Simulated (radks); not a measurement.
Os+, configuration [Xe] 4f14 5d6 6s1 (the NIST ground configuration).

Calculated with a radial shooting solver on a logarithmic mesh with Libxc functionals: scalar-relativistic Kohn-Sham, Slater X-alpha with alpha = 1.016, spin-polarised, spherical densities, point nucleus; open shells are filled with parallel spins first (spin-orbit coupling, left out, can overturn this in heavy ions).

Energy parts (eV):
part                   energy
total              -473630.51
kinetic             525102.21
electron-nucleus  -1170271.70
Hartree             184963.43
exchange            -13424.46

Orbitals (lengths in bohr, moments of r in powers of bohr; r(max) is where P^2 peaks; r(90%) holds 90 % of the orbital's charge):
orbital  occ.  eigenvalue (eV)  r(90%)   r(max)       <r^4>
1s up       1        -74233.60  0.0323  0.01101   5.085e-07
1s down     1        -74233.57  0.0323  0.01101   5.085e-07
2s up       1        -12998.07   0.116  0.06322  0.00007526
2s down     1        -12997.70   0.116  0.06322  0.00007526
2p up       3        -11339.14   0.109  0.05201  0.00005966
2p down     3        -11338.83   0.109  0.05201  0.00005966
3s up       1        -3048.983   0.283   0.1780    0.002730
3s down     1        -3048.828   0.283   0.1780    0.002729
3p up       3        -2560.507   0.289   0.1765    0.002949
3p down     3        -2560.343   0.289   0.1765    0.002948
3d up       5        -2015.079   0.271   0.1435    0.002257
3d down     5        -2014.823   0.271   0.1435    0.002257
4s up       1        -659.1526   0.615   0.4025     0.06235
4s down     1        -658.7938   0.615   0.4025     0.06229
4p up       3        -498.0812   0.661   0.4221     0.08262
4p down     3        -497.7073   0.661   0.4222     0.08241
4d up       5        -297.6329   0.722   0.4305      0.1166
4d down     5        -297.1650   0.721   0.4305      0.1157
5s up       1        -108.2528    1.43   0.9046       1.803
5s down     1        -104.8729    1.41   0.8992       1.724
4f up       7         -73.3340   0.880   0.3991      0.2806
4f down     7         -72.5619   0.870   0.3987      0.2637
5p up       3         -66.8377    1.67    1.018       3.405
5p down     3         -62.5542    1.65    1.009       3.207
5d up       5         -20.3146    2.51    1.313       17.05
6s up       1         -17.0445    3.68    2.271       79.13
5d down     1         -14.6999    2.52    1.284       18.18
6s down     0         -11.6969    4.03    2.325       114.0

The highest occupied level is 5d down at -14.700 eV. Summed over all electrons, <r^2> = 47.37 bohr^2, which gives a Langevin (diamagnetic) susceptibility term of -37.5 x 10^-6 cm^3/mol. Spin moment in Bohr magnetons: 5. The density falls to 0.001 e/bohr^3 at r = 3.91 bohr. For comparison, the ionisation energy in NIST's Atomic Spectra Database is 17 eV (semi-empirical). In exact Kohn-Sham theory the highest level is minus the ionisation energy, but local and semilocal functionals leave it too shallow, through self-interaction and a potential that decays too fast; potentials with the right tail come closer.
